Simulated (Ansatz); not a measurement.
Basis-set extrapolation for AlH4NO2 (`[NH2][Al]([OH])[OH]`) (PBE0-D4/def2-TZVP geometry, frozen core, Ansatz 0.2.0). Multiplicity 1, RHF reference.

```json
{"": "HF", "def2-TZVPP": "-448.693553", "def2-QZVPP": "-448.711851"}
{"": "MP2 correlation", "def2-TZVPP": "-0.776924", "def2-QZVPP": "-0.839131"}
{"": "CCSD(T) correlation", "def2-TZVPP": "-0.817617", "def2-QZVPP": "not run"}
```

Energies in hartree. Use E(X) = E(∞) + A·exp(−7.88·√X) for Hartree–Fock and E(X) = E(∞) + B·X^(−2.97) for correlation, with X = 3 and 4, and add CCSD(T) minus MP2 of the smaller set to the MP2 limit.

Question: What is the CCSD(T) energy at the basis-set limit?

Answer: HF limit: -448.711851 + (-0.018298) × 0.13774 = -448.71437. MP2 limit: -0.839131 + (-0.062207) × 0.74074 = -0.88521. Higher-order term: -0.817617 − (-0.776924) = -0.04069. Total: -449.64027 hartree, 339.0 kJ/mol below CCSD(T)/def2-TZVPP.
